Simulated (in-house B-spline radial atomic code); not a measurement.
# Cr6+: [Ne] 3s2 3p5 4d1 (an excited or competing configuration)

Computed with a B-spline radial code for spherical atoms: non-relativistic BHandHLYP, spin-polarised, spherical fractional occupations, point nucleus.

Z_r = [3n² - l(l+1)]/(2<r>); Z_e = n√(-2ε); the last column is Slater's effective charge. Values are occupation-weighted means over spin.

```tsv
shell	electrons	ε (eV)	<r> (bohr)	Z_r	Z_e	Slater
1s	2	-6052	0.06417	23.37	21.09	23.70
2s	2	-822.26	0.2944	20.38	15.55	19.85
2p	6	-717.54	0.2598	19.24	14.52	19.85
3s	2	-198.4	0.8393	16.08	11.46	13.10
3p	5	-165.17	0.8594	14.55	10.45	13.10
4d	1	-47.854	2.306	9.11	7.50	7.00
```

The least bound orbital is 4d up at -47.85 eV, and it is also the most diffuse (<r> = 2.306 bohr).

Caution: exact exchange at fractional occupations of open shells leaves self-interaction of up to several eV.
